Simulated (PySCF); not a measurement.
A structure optimised at PBE-D3(BJ)/def2-SVP, used in a PySCF frequency run:

```xyz
12

C     -0.4245     3.3382     0.0000
C      0.5417     2.3871     0.0000
C      0.3054     0.9612     0.0000
C      1.1868    -0.0852     0.0000
Se    -0.0711    -1.5255     0.0000
C     -1.0280     0.2459     0.0000
H     -1.4940     3.0714     0.0000
H     -0.1758     4.4094     0.0000
H      1.6029     2.6931     0.0000
H      2.2853    -0.1343     0.0000
H     -1.6451     0.3725     0.9113
H     -1.6451     0.3725    -0.9113
```

Problem. Write its SMILES, formula and point group.

Solution. C=CC1=C[Se]C1, C5H6Se, Cs

Problem. What are its rotational constants (standard atomic weights)?

Solution. 9.3509, 1.1719, 1.0486 GHz
